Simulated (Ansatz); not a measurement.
Relaxation of H5InO3 (9 atoms, charge 0, multiplicity 1), to a largest force component of 0.03 eV/Å in at most 50 steps.

Method: RHF/def2-SVP (Ansatz 0.2.0).

```xyz
9
Properties=species:S:1:pos:R:3
In -0.079 -0.365 -0.070
O 0.003 -0.295 1.914
H -0.760 -0.492 2.433
O 1.588 -0.375 -1.106
H 2.400 -0.537 -0.648
O -1.800 -0.448 -1.024
H -2.607 -0.396 -0.541
H 0.155 2.405 0.982
H 0.144 1.872 1.457
```

Problem. Where does it end, and by what steps?

Solution. The run converged. After 6 steps the energy has fallen by 0.091 eV; H9 moved furthest, 0.33 Å.

```csv
step,energy less start (eV),largest force component (eV/Å),accepted
0,0.0000,1.218,yes
1,-0.0819,0.332,yes
2,-0.0889,0.274,yes
3,-0.0902,0.204,yes
4,-0.0909,0.090,yes
5,-0.0912,0.072,yes
6,-0.0914,0.002,yes
```

```xyz
9
Properties=species:S:1:pos:R:3
In -0.102 -0.487 -0.086
O 0.014 -0.547 1.889
H -0.766 -0.596 2.418
O 1.576 -0.489 -1.107
H 2.387 -0.518 -0.624
O -1.821 -0.453 -1.045
H -2.632 -0.454 -0.563
H 0.183 2.720 0.992
H 0.204 2.194 1.523
```

Time of the run: 21 s on 1 thread of Arm Neoverse V1, on a shared host, peak memory 0.18 GiB.
